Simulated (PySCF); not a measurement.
Point groups of optimised structures. Level of theory: PBE0-D3(BJ)/def2-SVP geometry optimisation, gas phase in PySCF. The symmetry is that of the one conformer found, every atom within 0.08 Å of its image; none is proved a minimum here.

**Question.** `[CH2:1]=[CH:2][C:3](=[CH2:4])[NH:5][CH:6]=[O:7]` with C1–C2–C3–C4 180°, C2–C3–N5–C6 180°, C3–N5–C6–O7 0°: symmetry, top, dipole?

**Answer.** Cs; asymmetric top; symmetry number 1; 2 operations, which sort the 14 atoms into 14 sets; dipole 3.49 D, in the ab plane, which is the mirror; A, B, C = 5944, 1746, 1350 MHz.

**Question.** What symmetry has `[CH3:1][S:2][c:3]1[cH:4][cH:5][c:6]([C:7](=[O:8])[F:9])[cH:10][cH:11]1` with C1–S2–C3–C4 -1°, C5–C6–C7–O8 0°, H–C1–S2–C3 -61° (nearest H)?

**Answer.** Cs; near-prolate asymmetric top; symmetry number 1; 2 operations, which sort the 18 atoms into 17 sets; dipole 4.48 D, in the ab plane, which is the mirror; heavy atoms equivalent by symmetry: none.

**Question.** What symmetry has `[CH3:1][CH2:2][Br:3]`?

**Answer.** Cs; near-prolate asymmetric top; symmetry number 1; 2 operations, which sort the 8 atoms into 6 sets; dipole 2.02 D, in the ab plane, which is the mirror; A, B, C = 30426, 3789, 3520 MHz; heavy atoms equivalent by symmetry: none.

**Question.** What symmetry has `[F:1][S:2]([F:3])([F:4])([F:5])([F:6])[F:7]`?

**Answer.** Oh; spherical top; symmetry number 24; 48 operations, which sort the 7 atoms into 2 sets; dipole forbidden by symmetry (computed 0.00 D); A, B, C = 2663, 2661, 2661 MHz; heavy atoms equivalent by symmetry: F1/F3/F4/F5/F6/F7.

**Question.** Point group, rotor type and polarity of `[F:1][CH:2]([F:3])[Cl:4]`?

**Answer.** Cs; asymmetric top; symmetry number 1; 2 operations, which sort the 5 atoms into 4 sets; dipole 1.43 D, in the ac plane, which is the mirror; A, B, C = 10354, 4841, 3510 MHz; heavy atoms equivalent by symmetry: F1/F3.

**Question.** Point group, rotor type and polarity of `[H]/[C:1]=[CH:2]\[C:3]#[N:4]` (doublet state)?

**Answer.** Cs; near-prolate asymmetric top; symmetry number 1; 2 operations, which sort the 6 atoms into 6 sets; dipole 3.14 D, in the ab plane, which is the mirror; A, B, C = 49855, 5338, 4822 MHz; heavy atoms equivalent by symmetry: none.
